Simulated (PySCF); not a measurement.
B3LYP has the VWN-RPA correlation part, as in Gaussian. 

**C2H8Si, SMILES `[SiH2](C)C` (charge 0, multiplicity 1)**

The numbers are results of B3LYP-D3(BJ)/def2-TZVP run with PySCF, not measurements.

```json
{
 "HOMO": "-8.58 eV",
 "dipole_moment": "0.75 D",
 "HOMO–LUMO gap": "9.35 eV",
 "LUMO": "0.77 eV",
 "total_energy": "-370.6163 Ha",
 "cost": "about 30 core-seconds (a rough figure)"
}
```

Bond lengths (Å): C1–Si2 1.877, C1–H4 1.092, C1–H5 1.092, C1–H6 1.092, Si2–C3 1.877, Si2–H7 1.486, Si2–H8 1.486, C3–H9 1.092, C3–H10 1.092, C3–H11 1.092. Angles (°): Si2–C1–H4 110.9, Si2–C1–H5 110.9, Si2–C1–H6 111.2, H4–C1–H5 107.9, H4–C1–H6 107.9, H5–C1–H6 107.9, C1–Si2–C3 111.2, C1–Si2–H7 109.5, C1–Si2–H8 109.5, C3–Si2–H7 109.5, C3–Si2–H8 109.5, H7–Si2–H8 107.5, Si2–C3–H9 111.2, Si2–C3–H10 110.9, Si2–C3–H11 110.9, H9–C3–H10 107.9, H9–C3–H11 107.9, H10–C3–H11 107.9.
